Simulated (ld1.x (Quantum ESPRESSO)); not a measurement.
Values are calculated unless marked as measured or tabulated.
## Potentials for Si compared

Generated with ld1.x 7.5 (TM, RRKJ, ultrasoft, PAW), atompaw 4.2 or ONCVPSP 4.0.1. The cutoff is in Ry: for ld1.x and atompaw files where the sum of valence levels is converged to 10 mRy in a Bessel basis, for ONCV files where the hardest occupied wave has 1 mHa per electron of residual kinetic energy. The error is the largest all-electron minus pseudo excitation energy over each file’s own four to seven test configurations (ionisations up to +4, promotions, holes and added fractions of an electron), all of which were solved. The labels leave out finer settings (local radius, basis sizes, second energies), which also bear on the numbers. Spin-polarised tests are not counted. The rows are a selection from randomly drawn settings: files with unsolved tests, undetermined cutoffs or missed reference levels are left out.

```tsv
potential	cutoff (Ry)	largest error (meV)	bound ghosts
TM, PBE, scalar-relativistic, rc 1.90/1.80/1.95 (spd), local p, core correction yes, reference 3s2 3p2	15	+37	none
RRKJ, PBE, non-relativistic, rc 1.60/1.90/1.60 (spd), local s, core correction no, reference 3s2 3p2	21	+88	none
TM, BLYP, scalar-relativistic, rc 1.90/2.05/1.85 (spd), local s, core correction yes, reference 3s2 3p2	15	+74	none
TM, PW91, fully relativistic, rc 1.75/1.45/1.60 (spd), local smoothed, core correction yes, reference 3s2 3p1.5	40	+79	none
```

Fill in the row for Si: PAW, LDA (PZ), scalar-relativistic, rc 1.80/1.40/1.40 (spd), local smoothed, core correction yes, reference 3s2 3p0.

cutoff 8 Ry, largest error -25 meV, bound ghosts: none.
